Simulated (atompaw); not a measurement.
# PBE PAW (atompaw) dataset for In (Z = 49), scalar-relativistic all-electron reference.

atompaw 4.2.0.5 input, output lines left out:

```
In 49
GGA-PBE scalarrelativistic loggrid 1500 logderivrange -3 5 201
5 5 4 0 0 0
5 1 1
0 0 0
c
c
c
c
v
c
c
c
v
c
v
2
2.75 2.10 2.30 1.65
y
2.75
n
y
0.5
n
y
-1.05
n
custom polynom2 7 10 vanderbiltortho besselshape
bessel
2.40
2.40
2.75
2.75
1.00
1.00
```

All-electron outer shells of the reference configuration (PBE, scalar-relativistic, ld1.x):

| shell | level (eV) | outermost node (bohr) | outermost maximum (bohr) |
| --- | --- | --- | --- |
| 4s | -119.66 | 0.41 | 0.77 |
| 4p | -78.13 | 0.42 | 0.82 |
| 4d | -18.62 | 0.40 | 0.94 |
| 5s | -8.21 | 1.02 | 2.16 |
| 5p | -2.52 | 1.14 | 2.85 |

(1) Is the overlap operator S = 1 + Σ q|β⟩⟨β| positive definite (Bessel basis up to 400 Ry)?

A Bessel basis up to 400 Ry misses an occupied level by 0.30 Ry, so cutoffs and ghosts were not judged.

Results:

(1) Yes: its lowest eigenvalue is 0.42 (s channel).
